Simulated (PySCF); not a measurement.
**Two-component Hartree-Fock for Br⁴⁺ (bromine, charge +4)**

Start: [Ar] 3d10 4s2 4p1; 4p1/2 filled at m_j = +1/2. Calculated with PySCF 2.14 in x2c-QZVPPall-2c: generalised Hartree-Fock with the X2C-1e Hamiltonian and a Gaussian nucleus; one run each with spin-orbit coupling (SO) switched off, then screened by Boettger's factors.

```json
{"spinor shell": "1s1/2", "electrons": "2", "ε, spin-free (eV)": "-13613.2", "ε, screened SO (eV)": "-13612.7", "weight of nominal j (screened SO)": "1.000", "rms radius, screened SO (bohr)": "0.0492"}
{"spinor shell": "2s1/2", "electrons": "2", "ε, spin-free (eV)": "-1880.5", "ε, screened SO (eV)": "-1880.3", "weight of nominal j (screened SO)": "1.000", "rms radius, screened SO (bohr)": "0.205"}
{"spinor shell": "2p1/2", "electrons": "2", "ε, spin-free (eV)": "-1659.8", "ε, screened SO (eV)": "-1692.5", "weight of nominal j (screened SO)": "1.000", "rms radius, screened SO (bohr)": "0.180"}
{"spinor shell": "2p3/2", "electrons": "4", "ε, spin-free (eV)": "-1659.8", "ε, screened SO (eV)": "-1643.9", "weight of nominal j (screened SO)": "1.000", "rms radius, screened SO (bohr)": "0.184"}
{"spinor shell": "3s1/2", "electrons": "2", "ε, spin-free (eV)": "-331.36", "ε, screened SO (eV)": "-331.23", "weight of nominal j (screened SO)": "1.000", "rms radius, screened SO (bohr)": "0.587"}
{"spinor shell": "3p1/2", "electrons": "2", "ε, spin-free (eV)": "-259.00", "ε, screened SO (eV)": "-264.12", "weight of nominal j (screened SO)": "1.000", "rms radius, screened SO (bohr)": "0.599"}
{"spinor shell": "3p3/2", "electrons": "4", "ε, spin-free (eV)": "-259.00", "ε, screened SO (eV)": "-256.39", "weight of nominal j (screened SO)": "1.000", "rms radius, screened SO (bohr)": "0.611"}
{"spinor shell": "3d3/2", "electrons": "4", "ε, spin-free (eV)": "-139.64", "ε, screened SO (eV)": "-140.29", "weight of nominal j (screened SO)": "0.999", "rms radius, screened SO (bohr)": "0.642"}
{"spinor shell": "3d5/2", "electrons": "6", "ε, spin-free (eV)": "-139.64", "ε, screened SO (eV)": "-139.00", "weight of nominal j (screened SO)": "0.999", "rms radius, screened SO (bohr)": "0.645"}
{"spinor shell": "4s1/2", "electrons": "2", "ε, spin-free (eV)": "-72.506", "ε, screened SO (eV)": "-72.446", "weight of nominal j (screened SO)": "0.998", "rms radius, screened SO (bohr)": "1.62"}
{"spinor shell": "4p1/2", "electrons": "1", "ε, spin-free (eV)": "-58.890", "ε, screened SO (eV)": "-59.387", "weight of nominal j (screened SO)": "0.991", "rms radius, screened SO (bohr)": "1.80"}
```

```
   quantity    spin-free  screened SO
E (hartree)  -2600.31996  -2600.48300
        M_J          1/2          1/2
       ⟨J²⟩        1.083        0.784
       ⟨L²⟩        2.027        2.028
       ⟨S²⟩        0.759        0.761
```

Each row is a mean over spinors that exchange with the open shell spreads, by up to 1.073 eV (3p1/2).

Without spin-orbit coupling the j labels of p, d and f shells carry no meaning; the spin-free column gives the mean over the occupied spinors of each nl shell, and its ⟨J²⟩ belongs to a mixture of degenerate components.
